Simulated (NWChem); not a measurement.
Species: CH$_{5}$FSi; SMILES C[SiH2]F

Problem. Give the equilibrium geometry at B3LYP/6-31G* (spherical d) (NWChem) as a Z-matrix, with the point group.

Solution. point group Cs; any orientation.
```
Si
F 1 1.6203
H 1 1.4876 2 108.03
H 1 1.4876 3 109.25 2 117.29
C 1 1.8722 3 110.75 4 122.24
H 5 1.0956 1 111.49 3 58.85
H 5 1.0956 6 107.99 1 -122.81
H 5 1.0974 6 107.81 7 -116.23
```
